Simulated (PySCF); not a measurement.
C5H9FO.
Structure used (GFN2-xTB), in Å, numbered top down from 1:
```xyz
16
C5H9FO angstrom
C     -1.9942    0.7000    0.7436
C     -0.9557   -0.0058   -0.1189
C      0.3901   -0.0993    0.5972
C      1.4374   -0.8417   -0.2456
C      1.7241   -0.1120   -1.5132
O      1.5954   -0.4473   -2.6365
F      2.2161    1.1378   -1.2511
H     -1.6626    1.7050    0.9948
H     -2.9417    0.7746    0.2164
H     -2.1579    0.1512    1.6685
H     -1.3074   -1.0105   -0.3638
H     -0.8326    0.5388   -1.0579
H      0.2641   -0.6312    1.5422
H      0.7547    0.9049    0.8224
H      2.3709   -0.9109    0.3188
H      1.0917   -1.8448   -0.4968
```

Method used: TDDFT CAM-B3LYP/def2-SVPD, vertical, gas phase, core orbitals frozen in the response (PySCF 2.14.0, density-fitted response routines).

Ground-to-excited transition dipoles (e·a0, same axes as the geometry; the sign carries no meaning), for the states with f of 0.002 or more among the lowest 7:

```csv
state,E (eV),μx,μy,μz
S1,6.007,0.109,-0.046,-0.031
S2,8.559,-0.194,-0.154,0.483
S3,8.650,0.015,0.035,0.160
S4,8.711,0.034,-0.236,-0.122
S5,8.860,-0.145,0.035,0.438
S6,9.040,-0.024,0.117,-0.284
S7,9.305,-0.005,0.005,-0.328
```

Question: Work out the oscillator strengths.

Answer: f = (2/3) ΔE |μ|² with ΔE in hartree (27.2114 eV).

```csv
state,|μ|² (au),|μ| (D),f
S1,0.015,0.31,0.002
S2,0.294,1.38,0.062
S3,0.027,0.42,0.006
S4,0.072,0.68,0.015
S5,0.214,1.18,0.047
S6,0.095,0.78,0.021
S7,0.108,0.83,0.025
```

Question: Which bond between heavy atoms lies closest to the direction of the S2 transition dipole?

Answer: C4–C5, at 15° from it; next C5–O6 at 43°.

Question: What angle do the transition dipoles of S4 and S6 make?

Answer: |cos θ| = |μa·μb| / (|μa| |μb|) = 0.07, so θ ≈ 86° (taken between 0 and 90°, since the signs are arbitrary).

Question: How is the summed strength of these states shared among x, y and z?

Answer: (2/3) Σ ΔE μα² gives 0.015 for x, 0.021 for y and 0.142 for z, 0.177 in all.

Question: What peak molar absorption coefficient would the strongest computed level give as a lone Gaussian band 0.4 eV wide at half height?

Answer: ε(max) = 2.175×10⁸ f / FWHM, with the width in cm⁻¹. S2: 2.175×10⁸ × 0.0617 / 3226 ≈ 4200 L mol⁻¹ cm⁻¹.

One conformer stands for the species.
